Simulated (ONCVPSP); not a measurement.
## What the settings do to the ONCV potential of Pr (Z = 59)

Base potential:

```
Element                 : praseodymium
Generator               : ONCVPSP 4.0.1
Type                    : optimised norm-conserving Vanderbilt (ONCV)
Functional              : PBE
Relativity              : fully relativistic
Frozen core             : [Kr] 4d10
Valence charge          : 13
Reference configuration : 4f3 5s2 5p6 6s2
Partial waves           : 5s+6s: rc 2.30 bohr, ncon 4, nbas 8, qcut 6.1 1/bohr, 2 projectors; 5p: rc 2.65 bohr, ncon 4, nbas 7, qcut 6.3 1/bohr, 2 projectors, debl 3.9 Ha; d scattering state at 0.32 Ha: rc 2.70 bohr, ncon 4, nbas 7, qcut 3.6 1/bohr, 2 projectors, debl 2.5 Ha; 4f: rc 1.40 bohr, ncon 4, nbas 9, qcut 10.3 1/bohr, 3 projectors, debl 1.9 Ha
Local potential         : polynomial inside 1.10 bohr (lpopt 1, dvloc0 4 Ha)
Core correction         : polynomial model core, fcfact 0.5
```

Open shells are filled in proportion to 2j + 1.

In the d channel the program set the typed energies aside and used 0.050, 2.550 Ha (j = l + 1/2; the other j can differ).

All-electron outer shells of the reference configuration (PBE, scalar-relativistic, ld1.x):

```
shell  level (eV)  outermost node (bohr)  outermost maximum (bohr)
   5s      -39.03                   0.74                      1.35
   5p      -21.47                   0.79                      1.53
   6s       -3.46                   1.81                      3.85
   4f       -1.25                      –                      0.69
```

Cutoffs, loose and tight: the cutoffs (Ha) at which the residual kinetic energy of the hardest occupied pseudo-wave falls to 1 and 0.1 mHa per electron. They do not see the model core or the augmentation charge, which bear on the density cutoff. Test errors are all-electron minus pseudo excitation energies from the reference, over the configurations 4f3 5s2 5p6 6s1; 4f3 5s2 5p6 6s0; 4f2 5s2 5p6 6s0; 4f3 5s2 5p6 6s0 6p1. A dash means not determined; rows that change the core or the reference have their own tests.

A true bound ghost makes a file unfit for plane-wave use even where its test errors are small: the radial tests pick states by their node count and pass the ghost by.

```csv
change,outcome,"cutoff, loose","cutoff, tight",bound ghosts,GHOST(+) flags above zero,largest test error (meV)
base,"generated, projector energies reset by the program",54 Ha,288 Ha,none,"s, p3/2, p1/2",tests left out (the all-electron energies of this program are off by 10 to 40 meV for near-neutral 4f atoms)
f: qcut 6.2,"generated, projector energies reset by the program",–,–,"f7/2, f5/2","s, p3/2, f7/2, p1/2, f5/2",tests left out (the all-electron energies of this program are off by 10 to 40 meV for near-neutral 4f atoms)
f: qcut 7.4,"generated, projector energies reset by the program",187 Ha,344 Ha,none,"s, p3/2, f7/2, p1/2, f5/2",tests left out (the all-electron energies of this program are off by 10 to 40 meV for near-neutral 4f atoms)
f: qcut 8.2,"generated, projector energies reset by the program",177 Ha,327 Ha,none,"s, p3/2, f7/2, p1/2, f5/2",tests left out (the all-electron energies of this program are off by 10 to 40 meV for near-neutral 4f atoms)
f: qcut 9.4,"generated, projector energies reset by the program",131 Ha,297 Ha,none,"s, p3/2, f7/2, p1/2, f5/2",tests left out (the all-electron energies of this program are off by 10 to 40 meV for near-neutral 4f atoms)
f: qcut 10.1,"generated, projector energies reset by the program",55 Ha,288 Ha,none,"s, p3/2, p1/2",tests left out (the all-electron energies of this program are off by 10 to 40 meV for near-neutral 4f atoms)
f: qcut 12.5,"generated, projector energies reset by the program",64 Ha,283 Ha,none,"s, p3/2, p1/2",tests left out (the all-electron energies of this program are off by 10 to 40 meV for near-neutral 4f atoms)
f: qcut 13.7,"generated, projector energies reset by the program",73 Ha,283 Ha,none,"s, p3/2, p1/2",tests left out (the all-electron energies of this program are off by 10 to 40 meV for near-neutral 4f atoms)
f: qcut 14.6,"failed: ERROR pspot: first pseudo wave function has node, program will stop",–,–,–,–,–
f: qcut 15.3,"failed: ERROR pspot: first pseudo wave function has node, program will stop",–,–,–,–,–
```

Q: What comes out with this change to the base: f: qcut 11.5?

A: outcome: generated, projector energies reset by the program; cutoff, loose: 59 Ha; cutoff, tight: 284 Ha; bound ghosts: none; GHOST(+) flags above zero: s, p3/2, p1/2; largest test error (meV): tests left out (the all-electron energies of this program are off by 10 to 40 meV for near-neutral 4f atoms).

Reading the sweep of the qcut of the f channel (base included, trends over the rows without a ghost): The loose cutoff is not monotonic: lowest 54 Ha at 10.3 1/bohr, highest 187 Ha at 7.4 1/bohr. Bound ghosts are found at 6.2 1/bohr. The generation fails at 14.6, 15.3 1/bohr.
